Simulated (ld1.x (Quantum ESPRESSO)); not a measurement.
# u(r) = r·R(r): atom against pseudo-atom (copper (Cu))

Columns: radius, all-electron u(r) and pseudo u(r) of the 3d shell (level -5.04 eV) of copper in the configuration [Ne] 3s2 3p6 3d10 4s1 4p0; PBE, scalar-relativistic, RRKJ scheme, ld1.x (Quantum ESPRESSO) 7.5.

```
r (bohr)  all-electron  pseudo
   0.060        0.0313  0.0060
   0.120        0.1517  0.0451
   0.180        0.3244  0.1389
   0.240        0.5030  0.2894
   0.300        0.6600  0.4791
   0.360        0.7840  0.6776
   0.420        0.8736  0.8520
   0.480        0.9315  0.9774
   0.540        0.9624  1.0439
   0.600        0.9720  1.0566
   0.660        0.9655  1.0316
   0.720        0.9476  0.9876
   0.780        0.9219  0.9399
   0.840        0.8911  0.8963
   0.900        0.8572  0.8578
   0.960        0.8218  0.8218
   1.020        0.7859  0.7859
   1.080        0.7503  0.7503
   1.140        0.7154  0.7154
   1.200        0.6815  0.6815
   1.260        0.6489  0.6489
   1.320        0.6177  0.6177
   1.380        0.5880  0.5880
   1.440        0.5596  0.5596
   1.500        0.5328  0.5328
   1.560        0.5073  0.5073
```

Problem. How many radial nodes do the two functions have?

Solution. The all-electron 3d function has n − l − 1 = 0; the pseudo-wave has 0.

Problem. At about which radius was the pseudo-wave matched?

Solution. 0.95 bohr, where the columns begin to agree (steps of 0.06 bohr).

Problem. Where does each function peak?

Solution. Outermost all-electron maximum near 0.60 bohr, pseudo maximum near 0.60 bohr (to the table’s step).

Problem. Is the pseudo-wave norm-conserving?

Solution. Yes: the RRKJ scheme keeps the norm inside the radius equal to the all-electron one, which fixes the energy derivative of the logarithmic derivative at the level.
